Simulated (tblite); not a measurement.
C₂H₁₀SSi₂.
Structure used (GFN2-xTB), in Å, numbered top down from 1:
```xyz
15
C2H10SSi2 angstrom
C     -3.0185    0.1923   -0.2061
Si    -1.2495   -0.0355    0.4109
S     -0.0532   -0.4681   -1.3130
C      1.5482   -0.9081   -0.5396
Si     2.6546    0.6193   -0.2852
H     -3.6859    0.3907    0.6262
H     -3.0894    1.0257   -0.8986
H     -3.3766   -0.6946   -0.7203
H     -1.1156   -1.1792    1.3152
H     -0.7386    1.1703    1.0637
H      2.0069   -1.6116   -1.2317
H      1.3372   -1.4392    0.3861
H      2.9022    1.2416   -1.5820
H      3.8992    0.1517    0.3280
H      1.9746    1.5527    0.6132
```

Method: GFN2-xTB as coded in tblite; computed harmonic values from a numerical Hessian at the method's own geometry, unscaled. Against measured fundamentals such values can be off by several per cent, at times by over 20. Modes of hydrogen on silicon can be 10 to 20 % off. One conformer, not necessarily the lowest.

Harmonic wavenumbers (cm⁻¹): 28.2, 58.5, 96.8, 105.1, 140.5, 163.8, 223.2, 452.5, 495.1, 509.8, 528.6, 569.7, 676.7, 681.0, 729.4, 766.2, 771.0, 773.2, 783.8, 789.4, 798.8, 827.0, 845.3, 1076.3, 1174.7, 1369.6, 1438.9, 1476.4, 1479.2, 2238.7, 2261.6, 2262.4, 2275.6, 2305.2, 2987.1, 2999.7, 3041.1, 3043.6, 3050.6.

A = 5382, B = 1061, C = 976.9 MHz; mass 122.004 u (most abundant isotopes); point group C1, symmetry number 1.

Q: Zero-point energy?

A: ½Σν̃ = 23147 cm⁻¹ = 276.90 kJ/mol.

Q: Give the ideal-gas entropy at 500 K and 1 bar in the rigid-rotor, harmonic-oscillator model (classical rotation).

A: Translation 179.52, rotation 125.46, vibration 203.49: S = 508.5 J/(mol K).

Q: And Cp and H(500 K) − H(0)?

A: Cp = 207.32 J/(mol K), of which vibrations give 174.06 (their classical limit is 39 R = 324.3); H(500 K) − H(0) = 65.29 kJ/mol without the zero-point energy, 48.67 from vibrations.

Q: Blend soft modes into free rotors: weight 1/[1 + (100 cm⁻¹/ν̃)⁴] for the oscillator and the rest for a rotor with moment μB/(μ + B), μ = h/(8π²ν), B = 10⁻⁴⁴ kg m². What vibrational entropy results?

A: 182.09 J/(mol K) in place of 203.49, which changes −T·S at 500 K by +10.70 kJ/mol.

Q: What must be added to the electronic energy to get the Gibbs energy at 500 K and 1 bar?

A: ZPE + [H(500 K) − H(0)] − T·S = 276.90 + 65.29 − 254.24 = 87.95 kJ/mol.

Q: How do the functions run with temperature in this model?

A: 
```json
{"T (K)": "150", "S (J/(mol K))": "332.9", "Cp (J/(mol K))": "95.8", "H − H(0) (kJ/mol)": "10.25", "G − H(0) (kJ/mol)": "-39.68", "ln q(vib)": "3.95"}
{"T (K)": "250", "S (J/(mol K))": "390.6", "Cp (J/(mol K))": "134.0", "H − H(0) (kJ/mol)": "21.72", "G − H(0) (kJ/mol)": "-75.93", "ln q(vib)": "6.62"}
{"T (K)": "298.15", "S (J/(mol K))": "415.7", "Cp (J/(mol K))": "151.7", "H − H(0) (kJ/mol)": "28.60", "G − H(0) (kJ/mol)": "-95.35", "ln q(vib)": "7.85"}
{"T (K)": "400", "S (J/(mol K))": "464.9", "Cp (J/(mol K))": "183.2", "H − H(0) (kJ/mol)": "45.72", "G − H(0) (kJ/mol)": "-140.24", "ln q(vib)": "10.38"}
{"T (K)": "600", "S (J/(mol K))": "548.1", "Cp (J/(mol K))": "226.9", "H − H(0) (kJ/mol)": "87.03", "G − H(0) (kJ/mol)": "-241.80", "ln q(vib)": "15.06"}
{"T (K)": "900", "S (J/(mol K))": "648.7", "Cp (J/(mol K))": "269.1", "H − H(0) (kJ/mol)": "161.92", "G − H(0) (kJ/mol)": "-421.90", "ln q(vib)": "21.35"}
```

q(vib) and H(0) count from the zero-point level.

Hindered rotation and anharmonicity are outside this model. Other conformers, if any are populated, would add a mixing term that is left out. The structure is chiral; the term R ln 2 for an equal mix with its mirror image is left out.
